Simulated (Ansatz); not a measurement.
A set of 12 reactions (ligand exchange), with CCSD(T)/CBS values in kJ/mol:

```csv
reaction,ΔE
`NC[SiH2]S[SiH3]` + `FCS` → `FCS[SiH3]` + `NC[SiH2]S`,10.3
`BCC=N` + `C[SiH](F)P` → `BP[SiH](C)F` + `CC=N`,-42.8
`[BH2][GeH]1[O]C[O]1` + `S[CH2][GeH3]` → `BS[CH2][GeH3]` + `C1[O][GeH2][O]1`,-116.1
`N[SiH2]C[SiH](N)Cl` + `NCN` → `NCN[SiH2]N` + `C[SiH](N)Cl`,-44.6
`B[SiH2]OBF` + `N[SiH2][TeH]` → `B[Te][SiH2]N` + `FBO[SiH3]`,-99.8
`[CH3][AlH][SiH2]F` + `[SH][GeH3]` → `[CH3][AlH][S][GeH3]` + `F[SiH3]`,-141.5
`F[Si](F)(F)[GeH3]` + `N=C=O` → `O=C=N[Si](F)(F)F` + GeH₄,-92.0
`CN[SiH](F)OC` + `O[SiH2]F` → `CO[SiH](F)O[SiH2]F` + CH₃NH₂,-60.6
`CB(Cl)[SiH2]O` + CH₃NH₂ → `CNB(C)Cl` + `O[SiH3]`,-164.4
`[CH3][GeH]([Cl])[Cl]` + HI → `[CH3][GeH]([Cl])[I]` + HCl,-12.1
`[F][In]([F])[Cl]` + HI → `[F][In]([F])[I]` + HCl,-42.6
`[AlH2][B]([SiH3])[SiH3]` + `NB(O)F` → `OB(F)[NH][AlH2]` + `[SiH3]B[SiH3]`,-101.8
```

Gas-phase electronic energies from Ansatz, PBE0-D4/def2-TZVP geometries. CBS: MP2 limit from def2 TZ/QZ plus the TZ coupled-cluster correction, frozen cores. This one scheme is used for every species. DFT in def2-TZVPP. B3LYP here is the variant with VWN-RPA as its local correlation; programs differ in this. def2 core potentials past Kr. For Ge, I, In, Te outer-core shells are correlated without core-valence functions, which leaves a few kJ/mol of doubt a bond. Scalar relativity is left out up to krypton. One conformer a species, not always the lowest.

**Question.** Give the mean, mean absolute and largest difference (level minus CCSD(T)/CBS, kJ/mol) for: PBE-D4, r2SCAN-D4, B3LYP-D4, ωB97M-V, B2PLYP, r2SCAN, PBE0, MP2/def2-TZVPP, SCS-MP2/def2-TZVPP, HF/def2-QZVPP, MP2/def2-QZVPP, HF/CBS(def2), MP2/CBS(def2), CCSD/CBS(def2). (An estimate is asked.)

**Answer.** Computed: 
```json
{"level": "PBE-D4", "mean": "7.1", "mean absolute": "9.1", "largest": "21.6"}
{"level": "r2SCAN-D4", "mean": "1.3", "mean absolute": "3.2", "largest": "-7.7"}
{"level": "B3LYP-D4", "mean": "1.8", "mean absolute": "2.2", "largest": "6.8"}
{"level": "ωB97M-V", "mean": "1.7", "mean absolute": "3.4", "largest": "7.0"}
{"level": "B2PLYP", "mean": "-0.9", "mean absolute": "3.7", "largest": "-7.8"}
{"level": "r2SCAN", "mean": "1.3", "mean absolute": "3.3", "largest": "-7.4"}
{"level": "PBE0", "mean": "4.6", "mean absolute": "5.7", "largest": "16.3"}
{"level": "MP2/def2-TZVPP", "mean": "-4.5", "mean absolute": "5.4", "largest": "-12.2"}
{"level": "SCS-MP2/def2-TZVPP", "mean": "-3.0", "mean absolute": "5.1", "largest": "-11.6"}
{"level": "HF/def2-QZVPP", "mean": "-3.5", "mean absolute": "13.7", "largest": "-33.6"}
{"level": "MP2/def2-QZVPP", "mean": "-5.0", "mean absolute": "5.5", "largest": "-12.7"}
{"level": "HF/CBS(def2)", "mean": "-3.5", "mean absolute": "13.7", "largest": "-33.8"}
{"level": "MP2/CBS(def2)", "mean": "-5.0", "mean absolute": "5.7", "largest": "-13.6"}
{"level": "CCSD/CBS(def2)", "mean": "0.3", "mean absolute": "2.5", "largest": "5.8"}
```

The largest T1 diagnostic in the set is 0.018, for `N=C=O` (customary mark 0.02).

CCSD(T)/CBS is a level of theory with its own doubt, and the functionals carry their triple-zeta basis error, so these figures describe this set and don't rank the functionals.
